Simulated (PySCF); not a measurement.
Electronic structure of Be⁺ (beryllium, charge +1) at the UHF level

Configuration: [He] 2s1, 2S determinant. Calculation: PySCF 2.14, in aug-cc-pVDZ-DK (4s3p2d, 23 functions); the spin-free X2C one-electron Hamiltonian (Gaussian nucleus).

* Total energy: -14.278108 hartree
* One-electron energy: -17.5925 hartree
* Hartree (Coulomb) energy: 5.8156 hartree
* Exchange energy: -2.5012 hartree
* ⟨S²⟩: 0.7500
* ⟨L²⟩: 0.000
* Sum of ⟨r⟩: 3.141 bohr
* Sum of ⟨r²⟩: 6.708 bohr²
* Langevin diamagnetic susceptibility: -5.31 ×10⁻⁶ cm³/mol
* Time after the integrals: 0.06 s of wall time on 1 thread of Intel(R) Xeon(R) Platinum 8559C (shared host)

```csv
shell,electrons,mean orbital energy (eV),"rms radius, mean of both spins (bohr)"
1s α,1,-140.56,0.482
1s β,1,-139.69,0.482
2s α,1,-18.095,2.50
```
